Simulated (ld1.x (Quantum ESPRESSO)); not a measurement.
**phosphorus (P): one change to an ultrasoft potential, before and after**

phosphorus (P), ultrasoft, made with ld1.x (Quantum ESPRESSO) 7.5 (LDA (PZ), non-relativistic). Core [Ne], reference 3s1.5 3p3.5. Waves: 3s (bound): rcut 1.40, rcutus 1.55 bohr; 3s channel at 2.2 Ry: rcut 1.40, rcutus 1.55 bohr; 3p (bound): rcut 1.30, rcutus 1.60 bohr; 3p channel at 4.15 Ry: rcut 1.30, rcutus 1.60 bohr; 3d channel at 0.35 Ry: rcut 1.40, rcutus 1.80 bohr. Local part: all-electron potential smoothed inside 1.30 bohr (lloc = -1). Core correction: none. Augmentation charge: PSQ, inside the norm-conserving radii.

All-electron outer shells of the reference configuration (LDA (PZ), non-relativistic, ld1.x):

```tsv
shell	level (eV)	outermost node (bohr)	outermost maximum (bohr)
2p	-125.26	–	0.36
3s	-14.30	0.66	1.56
3p	-5.89	0.64	1.81
```

Change: core correction a·sin(br)/r model core inside 1.48 bohr.

Cutoffs: the cutoffs (Ry, on a coarse ladder) from which the occupation-weighted sum of valence levels, in a spherical-Bessel basis at the reference potential, stays within 10 and 1 mRy of its value at 400 Ry; they do not see the model core or the augmentation charge, which bear on the density cutoff. Errors are all-electron minus pseudo energies relative to the spin-unpolarised reference configuration.

Problem. Predict the effect on cutoff, ghosts and configuration errors.

Solution. The potential gets neither clearly harder nor softer (12 Ry and 25 Ry → 12 Ry and 25 Ry); of the 9 tests that both files solve, the error grows in 0 and shrinks in 6 by more than 15 % and 0.3 meV (median size 2.0 → 1.6 meV); neither file shows a bound ghost. Exchange and correlation are not linear in the density, so unscreening with the valence charge alone errs where core and valence overlap; a model core restores that term. A model core, the more so a compact one, raises the density cutoff, which this test does not measure.

| quantity | base | changed |
| --- | --- | --- |
| cutoff, loose | 12 Ry | 12 Ry |
| cutoff, tight | 25 Ry | 25 Ry |
| bound ghosts | none | none |
| error for 3s2 3p3, meV [ΔE -4.19 eV] | +0.7 | +0.4 |
| error for 3s2 3p2, meV [ΔE 5.65 eV] | +2.0 | +1.6 |
| error for 3s2 3p1, meV [ΔE 24.91 eV] | +18 | +13 |
| error for 3s2 3p3.3, meV [ΔE -5.52 eV] | +0.8 | +0.4 |
| error for 3s2 3p2.5, meV [ΔE -0.36 eV] | +0.7 | +0.6 |
| error for 3s0 3p5, meV [ΔE 12.77 eV] | +7.1 | +4.3 |
| error for 3s1 3p4, meV [ΔE 4.22 eV] | +0.7 | +0.4 |
| error for 3s1.5 3p3.5 (spin-polarised), meV [ΔE -1.62 eV] | +175 | +115 |
| error for 3s2 3p3 (spin-polarised), meV [ΔE -5.70 eV] | +126 | +84 |
| s: phases at 1.96 bohr within 0.05 rad from the reference energy up to (Ry; the scan ends near 5) | to the end of the scan | to the end of the scan |
| p: phases at 1.96 bohr within 0.05 rad from the reference energy up to (Ry; the scan ends near 5) | to the end of the scan | to the end of the scan |
| d: phases at 1.96 bohr within 0.05 rad from the reference energy up to (Ry; the scan ends near 5) | 4.8 | 4.8 |
| lowest overlap eigenvalue by channel | s 0.44, p 0.71, d 1.00 | s 0.44, p 0.71, d 1.00 |
